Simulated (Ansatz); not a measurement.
`C=C(I)BC`, charge 0, multiplicity 1.

Q: Give a relaxed structure at PBE0-D4/def2-TZVP (Ansatz 0.2.0). (Best estimate.)

A: Computed: 
Cartesian coordinates in Å:
```
C 0.409 -1.513 1.436
C 0.347 -0.318 0.847
I 1.159 1.340 1.865
B -0.308 -0.130 -0.543
C -0.451 1.212 -1.300
H 0.843 -1.687 2.415
H -0.002 -2.372 0.912
H -0.682 -1.156 -1.045
H 0.429 1.278 -1.961
H -0.424 2.099 -0.664
H -1.319 1.246 -1.962
```
This is one stationary point; other conformers may exist.
